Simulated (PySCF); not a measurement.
Potassium chloride, KCl.
SMILES: `[Cl][K]`

Computed, not measured: PySCF 2.14.0, PBE0-D3(BJ)/def2-SVP geometry optimisation, gas phase.

Masses are those of the commonest isotopes; rigid-rotor values at the optimised geometry. 

Q: What are the moment of inertia and the rotational constant?

A: I = 130.056 u·Å², B = 505379 MHz·u·Å²/I = 3886 MHz (0.1296 cm⁻¹, or 0.186 K as hB/k). For two atoms I = μr² with μ = 18.4292 u and r = 2.6565 Å.

Q: List the first levels of a rigid rotor in a Σ state.

A: E(J) = BJ(J+1): J = 1: 0.259, J = 2: 0.778, J = 3: 1.555, J = 4: 2.592, J = 5: 3.889, J = 6: 5.444 cm⁻¹.

Q: Where do the first rotational lines fall?

A: The dipole is 9.60 D; J+1 ← J lies at 2B(J+1): 1 ← 0 at 7.77 GHz, 2 ← 1 at 15.54 GHz, 3 ← 2 at 23.32 GHz, 4 ← 3 at 31.09 GHz, 5 ← 4 at 38.86 GHz, 6 ← 5 at 46.63 GHz.

Q: Estimate the classical rotational partition function at 10 K, 25 K and 500 K.

A: Point group C∞v, symmetry number σ = 1; q = kT/(σhB), k/h = 20836.6 MHz/K: 53.6 at 10 K, 134 at 25 K, 2680 at 500 K.

Not checked by PBE0-D3(BJ)/def2-SVP frequencies. These are rigid-rotor constants of the computed structure; measured ground-state constants (B0) also hold zero-point vibration.

On Intel Xeon Platinum 8488C, one thread, no GPU, shared host with 192 logical CPUs at a one-minute load of 110, this took 1.1 s wall and 0.24 GiB of memory at its peak. This is the geometry optimisation.
